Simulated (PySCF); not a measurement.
PBE0 on Sr⁻ (strontium, charge -1), [Kr] 4d1 5s2, 2D determinant. All numbers are calculated (PySCF 2.14, a scalar-relativistic core potential, in def2-TZVPPD with the def2 core potential (28 electrons) (6s4p3d1f, 40 functions)).

```
cycle= 1 E= -30.642031623116  delta_E= -0.00222  |g|= 0.0246  |ddm|= 0.384
cycle= 2 E= -30.6424692430852  delta_E= -0.000438  |g|= 0.0171  |ddm|= 0.169
cycle= 3 E= -30.6427479725867  delta_E= -0.000279  |g|= 0.00147  |ddm|= 0.0748
cycle= 4 E= -30.6427760889064  delta_E= -2.81e-05  |g|= 0.000617  |ddm|= 0.019
cycle= 5 E= -30.6427816629269  delta_E= -5.57e-06  |g|= 9.65e-05  |ddm|= 0.0107
cycle= 6 E= -30.6427817203397  delta_E= -5.74e-08  |g|= 2.43e-05  |ddm|= 0.00126
cycle= 7 E= -30.6427817249117  delta_E= -4.57e-09  |g|= 8.54e-06  |ddm|= 0.000549
cycle= 8 E= -30.6427817251765  delta_E= -2.65e-10  |g|= 6.31e-07  |ddm|= 0.000167
converged SCF energy = -30.6427817251765  <S^2> = 0.76851781  2S+1 = 2.0184329
```

Highest occupied orbital energy: 2.224 eV; ⟨L²⟩ = 6.07; populations by l: s 3.99, p 6.00, d 1.01, f 0.00.

Q: Can this result be used?

A: With care. The calculation finished and met its thresholds. Energies and moments cover only the electrons outside the core potential. The configuration of this anion was assumed by filling the next shell in order. It is not the known or likely ground configuration (Ca⁻, Sr⁻ and Ba⁻, for instance, bind a p electron), so these values are not the electron affinity of the element. At PBE0 the highest occupied level has a positive energy, so only the finite basis holds that electron.
